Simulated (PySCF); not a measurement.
The numbers below are computed, except where a source is named.
# BF4(-)

BF4(-) is a small molecule, charge -1, singlet. The structure was relaxed in the gas phase by PBE0-D3(BJ)/def2-SVP. No frequency run checks that it is a minimum.

SMILES: F[B-](F)(F)F

```csv
atom,x (Å),y (Å),z (Å)
F1,-1.339,0.256,-0.373
B2,-0.010,-0.014,-0.013
F3,0.633,-0.687,-1.064
F4,0.659,1.192,0.247
F5,0.009,-0.818,1.136
```

Shieldings: GIAO PBE0/aug-pcSseg-2.  Core levels by delta-SCF with SCAN, aug-pcX-2 on the ionised atom and aug-pcseg-1 elsewhere, spin-free X2C; from the vacuum level, for chosen atoms.

(1) Give the NMR and core-level values of the distinct atoms.

(2) By CAM-B3LYP/def2-SVPD (TDDFT singlets, Tamm-Dancoff triplets, ionisation by delta-SCF), where does absorption start, and what does vertical ionisation take?

## Answers

(1) 
```json
{"atoms": "F1 F3 F4 F5", "bonded to": "1 B", "σ (ppm)": "351.3", "δ (ppm)": "-", "core level (eV)": "1s 686.54"}
{"atoms": "B2", "bonded to": "4 F", "σ (ppm)": "100.5", "δ (ppm)": "-", "core level (eV)": "1s 194.42"}
```

Values are those of this one static structure; atoms that internal rotation interchanges would show their mean in an NMR spectrum.

(2) The first singlet with intensity lies at 9.87 eV (f 0.134); what lies below it is dark. The lowest singlet lies at 8.92 eV (f 0.000), the strongest of the first 6 at 9.87 eV (f 0.134), the lowest triplet at 8.83 eV; vertical ionisation takes 7.86 eV.

Excited states of gas-phase anions may lie above the detachment limit and hang on the basis.
